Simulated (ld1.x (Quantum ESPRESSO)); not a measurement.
## Cutoff test, P, TM

phosphorus (P), norm-conserving Troullier–Martins (Kleinman–Bylander form), made with ld1.x (Quantum ESPRESSO) 7.5 (PBE, non-relativistic). Core [Ne], reference 3s1 3p4. Waves: 3s (bound): rc 1.65 bohr; 3p (bound): rc 1.90 bohr; 3d channel at 0.35 Ry: rc 1.55 bohr. Local part: all-electron potential smoothed inside 1.25 bohr (lloc = -2). Core correction: a·sin(br)/r model core, default radius (core density twice the valence density).

The pseudo-atom Hamiltonian at the reference potential is diagonalised in spherical Bessel functions j_l(qr) that vanish at 20 bohr, with q² up to the cutoff. All-electron valence levels (Ry): 3s -1.0723, 3p -0.4466.

Q: How do the lowest levels (Ry) of each channel move with the cutoff, and are there ghosts?

A:

```csv
cutoff (Ry),s #1,s #2,p #1,d #1,d #2,f #1,f #2,Σ f·Δε (mRy)
8,-1.0079,-0.0276,-0.4425,0.0639,0.1409,0.1148,0.2426,80.6
12,-1.0507,-0.0301,-0.4455,0.0636,0.1395,0.1148,0.2426,26.0
21,-1.0685,-0.0312,-0.4462,0.0634,0.1380,0.1148,0.2426,5.2
30,-1.0691,-0.0312,-0.4465,0.0633,0.1374,0.1148,0.2426,3.3
45,-1.0718,-0.0314,-0.4466,0.0632,0.1369,0.1148,0.2426,0.5
55,-1.0722,-0.0314,-0.4466,0.0632,0.1368,0.1148,0.2426,0.1
400,-1.0723,-0.0314,-0.4466,0.0632,0.1368,0.1148,0.2426,0.0
```

Result: no extra level below or beside the all-electron valence levels (s, p, d, f tested); 10 mRy is reached at 18 Ry and 1 mRy at 45 Ry.
